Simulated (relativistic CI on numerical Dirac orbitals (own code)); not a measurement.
# Ta⁴⁺: resonant inelastic scattering at the N6,7 edge

Computed with this model: Dirac-Coulomb-Breit CI, KLI orbitals optimised for each configuration, model QED, Kramers-Heisenberg scattering through one core-hole configuration in a parametric crystal field, unscaled Slater integrals; configurations [Xe] 4f14 5d → [Xe] 4f13 5d2; 300 K; core-hole width 0.3 eV; summed over polarisations. Incident energies are the highest absorption maxima for each field (at most a few, so the weaker spin-orbit partner edge can be absent), on the computed scale of the free ion. Intensities are in per cent of the strongest line above 0.02 eV; levels within 1 cm⁻¹ are merged; final levels count from the ground level, the first row holds all elastic scattering, lines under 0.4 are left out and each table stops after 24 rows. The scale of the Slater integrals is a model choice and moves the terms in proportion.

Field parameters in Wybourne normalisation: Td as Oh with Dq negative (B⁴₀ = 21Dq, B⁴₄ = √(5/14) B⁴₀). The field is a parameter set, without covalency.

S is read from ⟨S²⟩ = S(S + 1).

Td, 10Dq = -3800 cm⁻¹:

```tsv
Final level (eV)	Degeneracy	Irrep	S	27.7 eV	28.7 eV
0.000	4	Γ8	0.50	959.3	1505.8
0.787	4	Γ8	0.50	24.6	100.0
0.995	2	Γ7	0.50	2.0	22.8
```

Td, 10Dq = -8550 cm⁻¹:

```json
{"Final level (eV)": "0.000", "Degeneracy": "4", "Irrep": "Γ8", "S": "0.50", "28.6 eV": "1965.5"}
{"Final level (eV)": "1.161", "Degeneracy": "4", "Irrep": "Γ8", "S": "0.50", "28.6 eV": "100.0"}
{"Final level (eV)": "1.477", "Degeneracy": "2", "Irrep": "Γ7", "S": "0.50", "28.6 eV": "10.3"}
```

Td, 10Dq = -13250 cm⁻¹:

```tsv
Final level (eV)	Degeneracy	Irrep	S	27.9 eV	28.9 eV
0.000	4	Γ8	0.50	1035.2	4054.0
1.659	4	Γ8	0.50	23.9	100.0
2.017	2	Γ7	0.50	3.4	24.2
```

For the first field the strongest loss at the lowest incident energy is the level at 0.79 eV (S = 0.50, against 0.50 in the thermal ground state).
